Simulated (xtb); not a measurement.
Input file for xtb: GFN-FF on C3H6 (a complex).

```
$ xtb mol.xyz --gfnff --sp --chrg 0 --uhf 0
9

C      0.00926077     0.21161244    -0.50701010
H      0.16021854     0.30764219    -1.58107775
H      0.96679550     0.02278419    -0.02334585
H     -0.42017760     1.13605061    -0.12175166
H     -0.66928064    -0.61880942    -0.31363252
C      0.12251632    -0.34976199     4.41399030
C     -0.14871892    -0.18096305     3.26044189
H      0.36636887    -0.50001892     5.43730785
H     -0.38835843    -0.03134955     2.23588214
```

It printed:

```
[...]
           -------------------------------------------------
          |                Calculation Setup                |
           -------------------------------------------------



molecular fragmentation (1/2 indicates fragments):
111112222
# atoms in fragment 1/2:     5     4
 fragment masses (1/2) :       16.04       26.04
CMA distance (Bohr)    :   8.260
constraining FC (au)   :  0.0500

          ==================== Thresholds ====================
          CN  :   150.00000
          rep :   500.00000
          disp:  2500.00000
          HB1 :   250.00000
          HB2 :   450.00000

          Pauling EN used:
          Z : 1  EN :  2.20
          Z : 6  EN :  2.55
          electric field strengths (au): 0.000

           -------------------------------------------------
          |           Force Field Initialization            |
           -------------------------------------------------

          distances ...
          ----------------------------------------
          generating topology and atomic info file ...
          pair mat ...
          computing topology distances matrix with Floyd-Warshall algo ...
          making topology EEQ charges ...
          #fragments for EEQ constrain: 2
          ----------------------------------------
          generating topology and atomic info file ...
          pair mat ...
          computing topology distances matrix with Floyd-Warshall algo ...
          making topology EEQ charges ...
          rings ...
          # BATM   2
          # H in HB   2
          doing iterative Hueckel for 1 subsystem(s) ...

  atom   neighbors  erfCN metchar sp-hybrid imet pi  qest     coordinates
    1  C       4    3.48   0.00         3    0    0  -0.074    0.017500    0.399890   -0.958110
    2  H       1    0.97   0.00         0    0    0   0.018    0.302769    0.581359   -2.987804
    3  H       1    0.97   0.00         0    0    0   0.018    1.826979    0.043056   -0.044117
    4  H       1    0.97   0.00         0    0    0   0.018   -0.794021    2.146825   -0.230077
    5  H       1    0.97   0.00         0    0    0   0.018   -1.264757   -1.169380   -0.592680
    6  C       2    1.92   0.00         1    0    1  -0.048    0.231522   -0.660954    8.341233
    7  C       2    1.92   0.00         1    0    1  -0.048   -0.281038   -0.341971    6.161342
    8  H       1    0.98   0.00         0    0    0   0.048    0.692337   -0.944899   10.275023
    9  H       1    0.98   0.00         0    0    0   0.048   -0.733891   -0.059242    4.225205

          #atoms :   9
          #bonds :   7
          #angl  :   8
          #tors  :   0
          #nmol  :   2
          #optfrag :   2
           -------------------------------------------------
          |                   G F N - F F                   |
          |          A general generic force-field          |
          |                  Version 1.0.3                  |
           -------------------------------------------------
          Number of HB bonds (bound hydrogen)     12
          Number of HB bonds (unbound hydrogen)   0
          Number of XB bonds                      0

 E+G (total)                   0 d,  0 h,  0 min,  0.000 sec
 distance/D3 list               ...        0 min,  0.000 sec (  1.183%)
 non bonded repulsion           ...        0 min,  0.000 sec ( 21.995%)
 dCN                            ...        0 min,  0.000 sec (  4.256%)
 EEQ energy and q               ...        0 min,  0.000 sec ( 17.589%)
 D3                             ...        0 min,  0.000 sec ( 14.324%)
 EEQ gradient                   ...        0 min,  0.000 sec (  4.266%)
 bonds                          ...        0 min,  0.000 sec (  8.760%)
Note: The following floating-point exceptions are signalling: IEEE_UNDERFLOW_FLAG IEEE_DENORMAL
normal termination of xtb
 bend and torsion               ...        0 min,  0.000 sec (  5.294%)
 bonded ATM                     ...        0 min,  0.000 sec (  2.704%)
 HB/XB (incl list setup)        ...        0 min,  0.000 sec ( 11.439%)

         :::::::::::::::::::::::::::::::::::::::::::::::::::::
         ::                     SUMMARY                     ::
         :::::::::::::::::::::::::::::::::::::::::::::::::::::
         :: total energy              -1.509307017971 Eh    ::
         :: gradient norm              0.030912925832 Eh/a0 ::
         ::.................................................::
         :: bond energy               -1.577629542040 Eh    ::
         :: angle energy               0.000072410551 Eh    ::
         :: torsion energy             0.000000000000 Eh    ::
         :: repulsion energy           0.074453774564 Eh    ::
         :: electrostat energy        -0.004183651232 Eh    ::
         :: dispersion energy         -0.002022424564 Eh    ::
         :: HB energy                  0.000000000000 Eh    ::
         :: XB energy                  0.000000000000 Eh    ::
         :: bonded atm energy          0.000002414751 Eh    ::
         :: external energy            0.000000000000 Eh    ::
         :: add. restraining           0.000000000000 Eh    ::
         :: total charge               0.000000000000 e     ::
         :::::::::::::::::::::::::::::::::::::::::::::::::::::

           -------------------------------------------------
          |                Property Printout                |
           -------------------------------------------------

molecular dipole:
                 x           y           z       tot (Debye)
 q only:        0.002       0.000      -0.006       0.015

           -------------------------------------------------
          | TOTAL ENERGY               -1.509307017971 Eh   |
          | GRADIENT NORM               0.030912925832 Eh/α |
           -------------------------------------------------
########################################################################
[WARNING] Runtime exception occurred
-1- gfnff_setup: Could not read topology file.
########################################################################

------------------------------------------------------------------------
------------------------------------------------------------------------
 total:
 SCF:
```

The run finished.

Cost: about 0.04 core-seconds (a rough figure).
